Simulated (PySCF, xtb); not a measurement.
C2H8BN3, SMILES NB1NCCN1.

GFN2-xTB (xtb) at its own geometry gives an orbital gap of 6.75 eV and a dipole moment of 0.57 D.

Geometry: B3LYP-D3(BJ)/def2-SVP. The structure was generated by enumeration, and PubChem lists no compound with its InChIKey, so it may never have been made. One conformer was computed; it need not be the lowest.

### Question
What does CAM-B3LYP/def2-TZVP in PySCF give? (The exact figures need the calculation; the answer reports its results.)

### Answer
gap 9.08 eV (levels -7.42 and 1.67 eV), dipole 0.60 D.
